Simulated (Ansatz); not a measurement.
Torsion H4–O1–Ge2–Cl3 in ClGeHO (SMILES [OH][Ge][Cl]); at each angle all else is relaxed with GFN2-xTB, and the levels are single points there.
Geometry at 0° (charge 0, multiplicity 1):
```
atom    x (Å)    y (Å)    z (Å)
----  -------  -------  -------
O     -1.0298   0.1401   0.2124
Ge     0.4577   1.0038  -0.1216
Cl     1.2462  -0.2086  -1.7609
H     -1.4062  -0.6392  -0.1940
```

On the grid 0° to 330°, 300° is the highest and 0° the lowest point at CCSD(T)/CBS(def2-TZVPP, def2-QZVPP).

Correlated levels freeze the cores. Filled d and f shells under p-block atoms count as core. CBS(a, b) extrapolates the correlation energy as X⁻³ and adds the Hartree–Fock energy of set b.

The values were computed with Ansatz (a program for electronic structure). Values without a source in brackets are computed.

### Question
What is the computed energy at 300° less that at 0° (B3LYP/def2-TZVPP)?

### Answer
29 kJ/mol
